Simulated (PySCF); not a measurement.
# Calculated NMR parameters of C=C(F)[Si]1(O[SiH3])[SiH2]O[SiH2]1

```yaml
Formula: C2H9FO2Si4
SMILES: C=C(F)[Si]1(O[SiH3])[SiH2]O[SiH2]1
InChI: InChI=1S/C2H9FO2Si4/c1-2(3)9(4-6)7-5-8-9/h1,7-8H2,6H3
Point_group_of_the_computed_structure: C1
Degrees_of_unsaturation: 2
Carbon_signals: 2
Proton_signals: 5
```

Mapped SMILES: `[CH2:1]=[C:2]([F:3])[Si:4]1([O:5][SiH3:6])[SiH2:7][O:8][SiH2:9]1`. Hydrogens are named by the atom that carries them. Ha(C1) is cis to F3; Hb(C1) is trans to F3.

[PySCF: geometry from GFN2-xTB; shieldings: GIAO PBE0/pcSseg-1; one computed conformer; no relativistic terms; no solvent model; equivalent nuclei averaged]

References, each an isolated molecule treated in the same way: TMS for 1H and 13C and 29Si; CFCl3 for 19F; 17O vs H2O.

```tsv
carbon	δC, type	δH (multiplicity)	HMBC from (2–3 bonds)	span of the C tensor (ppm)
C1	113.2, CH2	Ha(C1) 5.84 (m); Hb(C1) 5.38 (m)	–	209
C2	180.4, C	–	Hb(Si7)/Ha(Si9), Ha(Si7)/Hb(Si9), Ha(C1), Hb(C1)	159
```

Other nuclei:
```json
{"atoms": "Hb(Si7)/Ha(Si9)", "nucleus": "1H", "environment": "hydrogen on a silicon bonded to O, Si, in a 4-membered ring", "δ (ppm)": "5.98", "σ (ppm)": "25.74"}
{"atoms": "Ha(Si7)/Hb(Si9)", "nucleus": "1H", "environment": "hydrogen on a silicon bonded to O, Si, in a 4-membered ring", "δ (ppm)": "5.87", "σ (ppm)": "25.85"}
{"atoms": "H(Si6)", "nucleus": "1H", "environment": "hydrogen on a silicon bonded to O", "δ (ppm)": "5.23", "σ (ppm)": "26.48"}
{"atoms": "F3", "nucleus": "19F", "environment": "vinylic fluorine", "δ (ppm)": "-110.4", "σ (ppm)": "281.4"}
{"atoms": "Si4", "nucleus": "29Si", "environment": "silicon bonded to C, O, 2 Si, in a 4-membered ring", "δ (ppm)": "30.7", "σ (ppm)": "318.5"}
{"atoms": "Si7/Si9", "nucleus": "29Si", "environment": "silicon bonded to O, Si, 2 H, in a 4-membered ring", "δ (ppm)": "8.1", "σ (ppm)": "341.0"}
{"atoms": "Si6", "nucleus": "29Si", "environment": "silicon bonded to O, 3 H", "δ (ppm)": "-39.8", "σ (ppm)": "389.0"}
{"atoms": "O8", "nucleus": "17O", "environment": "oxygen bonded to 2 Si, in a 4-membered ring", "δ (ppm)": "52.7", "σ (ppm)": "283.4"}
{"atoms": "O5", "nucleus": "17O", "environment": "oxygen bonded to 2 Si", "δ (ppm)": "20.5", "σ (ppm)": "315.6"}
```

- Carbon types of the structure: 1 × C, 1 × CH2, leaving 7 H on heteroatoms.
- δC 180.4: fully substituted alkene carbon.
- δC 113.2: terminal =CH2 carbon; as expected for a trigonal carbon in a double bond.
- δH 5.98, 5.87: hydrogen on a silicon bonded to O, Si, in a 4-membered ring.
- δH 5.84, 5.38: hydrogen on a terminal =CH2 carbon; olefinic region.
- δH 5.23: hydrogen on a silicon bonded to O.

Splittings by 19F in the carbon and heteronuclear signals aren't shown, as no couplings were computed. Shifts are as computed. Against solution values, carbons near 30 ppm lie about +3 ppm off and those near 130 ppm about +5 ppm. Of 1211 compounds with measured shifts, 218 miss one by over three times the rms of a fit or turn the order of signals round; such compounds aren't used in these exercises. Unscaled 19F shifts against computed CFCl3 carry errors that often reach 10 to 50 ppm. Experimental scales use liquid or dissolved standards, which lie at an offset from isolated H2O (liquid H2O: subtract about 36 ppm). No couplings were computed; multiplicities are counted from neighbouring protons, with m where these are inequivalent, close in shift, in a saturated or five-membered ring or joined by F or P, and br s for small geminal =CH2 splittings.
